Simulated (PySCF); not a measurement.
C₂H₉NOSi, SMILES CO[SiH](C)N, PBE0/def2-SVP optimised geometry.

```
14

Si     0.03     0.09     0.00
C      1.89     0.09     0.00
N     -0.59    -0.67     1.42
O     -0.39    -0.68    -1.43
C     -1.70    -0.93    -1.82
H     -0.57     1.46     0.00
H      2.28     0.53    -0.93
H      2.27    -0.94     0.06
H      2.28     0.66     0.85
H     -1.51    -0.44     1.79
H     -0.30    -1.59     1.71
H     -2.25     0.00    -2.07
H     -1.70    -1.56    -2.72
H     -2.28    -1.46    -1.04
```

Density from PBE0/def2-TZVP (PySCF) at that geometry.

Minimum of the electron density along straight lines between bonded atoms, close to the bond critical point (lines longer than 1.1 times the sum of covalent radii, or with two minima, are not listed):

| bond | length / Å | ρ at the minimum / e bohr⁻³ | ∇²ρ there / e bohr⁻⁵ | position (fraction from the first atom) |
|---|---|---|---|---|
| Si1–C2 | 1.861 | 0.126 | … | 0.39 |
| Si1–N3 | 1.725 | 0.132 | 0.55 | 0.40 |
| Si1–O4 | 1.675 | 0.130 | 0.74 | 0.41 |
| O4–C5 | 1.396 | 0.266 | … | 0.65 |
| Si1–H6 | 1.497 | 0.121 | 0.14 | 0.49 |
| C2–H7 | 1.100 | 0.267 | -0.87 | 0.64 |
| C2–H8 | 1.102 | 0.265 | -0.86 | 0.64 |
| C2–H9 | 1.100 | 0.267 | -0.87 | 0.64 |
| N3–H10 | 1.012 | 0.332 | -1.62 | 0.74 |
| N3–H11 | 1.013 | 0.332 | -1.61 | 0.74 |
| C5–H12 | 1.107 | 0.274 | -0.94 | 0.64 |
| C5–H13 | 1.102 | 0.279 | -0.97 | 0.65 |
| C5–H14 | 1.107 | 0.275 | -0.94 | 0.64 |

Some entries are withheld; supply them.


- Si1–C2, ∇²ρ there / e bohr⁻⁵: 0.19
- O4–C5, ∇²ρ there / e bohr⁻⁵: -0.54
